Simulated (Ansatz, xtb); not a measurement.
## FGaH3In: where a starting geometry ends

The starting geometry of this gas-phase singlet has its atoms placed at random.

```yaml
atoms:
  - { symbol: F, position_ang: [-0.4227, -0.1834, -0.7349] }
  - { symbol: Ga, position_ang: [-1.2829, -1.5453, 0.3327] }
  - { symbol: In, position_ang: [0.9526, 1.5741, 0.6260] }
  - { symbol: H, position_ang: [1.7174, 1.1019, -0.8312] }
  - { symbol: H, position_ang: [0.3478, 0.1247, 1.5033] }
  - { symbol: H, position_ang: [-0.1653, 0.7470, -0.4471] }
```

**Question.** Guess where an optimisation with r2SCAN-D4/def2-SVP ends from this start.

**Answer.** It loosens into FGaHIn + H2, which stay close as a complex. Distances that change by over a tenth: In3–H5 (1.80 → 2.06 Å). Contacts that open: F1–H6 (1.01 → 2.53 Å), In3–H4 (1.71 → 3.35 Å), In3–H6 (1.76 → 3.04 Å). Contacts that close: F1–In3 (2.61 → 2.24 Å), Ga2–H5 (2.61 → 1.88 Å), H4–H6 (1.95 → 0.76 Å).

The energy falls by 4.89 eV over 32 steps:

```csv
step,E − E(last) (eV)
1,4.893
4,2.527
8,1.341
11,1.024
15,0.587
18,0.097
22,0.005
25,0.003
29,0.000
32,0.000
```

Final geometry (Å):

```xyz
6

F    -1.2577    0.5026   -0.0547
Ga   -0.6334   -1.3158    0.3464
In    0.0192    1.6681    1.3734
H     1.6530    0.6348   -1.3628
H     0.4720   -0.3417    1.5135
H     0.8938    0.6711   -1.3669
```

From the same start GFN2-xTB ends elsewhere, in pieces: FGaHIn + H2.

From so rough a start the end depends on the optimiser's path, so another program may land elsewhere. The end wasn't checked by frequencies. Atoms past krypton carry core potentials, without spin–orbit terms. Run with Ansatz 0.2.0, 3.7 min on 1 thread of Arm Neoverse N1, with other jobs on the host.
